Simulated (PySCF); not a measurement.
Relaxation of septet Cr2H6

All numbers come from UPBE/[Cr def2-SVP, H def2-SVP], no relativity, density fitting, PySCF. A (50,194) grid was used.

A hand-made doubly bridged start, of D2h symmetry, held to at least that symmetry:

```xyz
8
charge 0 multiplicity 7, angstrom
Cr    1.1133    0.0000    0.0000
Cr   -1.1133    0.0000    0.0000
H     0.0000    1.1939    0.0000
H     0.0000   -1.1939    0.0000
H     1.8833    0.0000    1.3244
H     1.8833    0.0000   -1.3244
H    -1.8833    0.0000    1.3244
H    -1.8833    0.0000   -1.3244
```

Optimiser trace:
| step | E − E(last) (kJ/mol) | largest gradient (Eh/bohr) |
| --- | --- | --- |
| 0 | 105.34 | 0.07273 |
| 1 | 53.15 | 0.05177 |
| 2 | 7.51 | 0.01908 |
| 3 | 1.17 | 0.00614 |
| 4 | 0.52 | 0.00284 |
| 5 | 0.24 | 0.00215 |
| 6 | 0.05 | 0.00122 |
| 7 | 0.01 | 0.00088 |
| 8 | 0.00 | 0.00041 |
| 9 | 0.00 | 0.00012 |

It ends at D2h with Cr–H 1.642 Å (×4), Cr–H 1.726 Å (×4); Cr–H–Cr 97.6° (×2), H–Cr–H 82.4° (×2), H–Cr–H 106.4° (×8), H–Cr–H 136.0° (×2) (after a last refinement on a finer grid). A frequency run shows 3 imaginary modes, down to 425i cm⁻¹, so it is a higher-order saddle point. Other isomers or separated fragments may lie lower.

The determinant is spin-contaminated (⟨S²⟩ = 12.23, pure value 12.00). With open d or f shells other occupations or spin states may lie lower.

The relaxation took 71 s on 2 threads of a shared Arm Neoverse N1 host, with 92 basis functions and 10 gradients; the process peaked at 0.82 GiB. Launch command: `OMP_NUM_THREADS=2 python axn.py task.json out`.
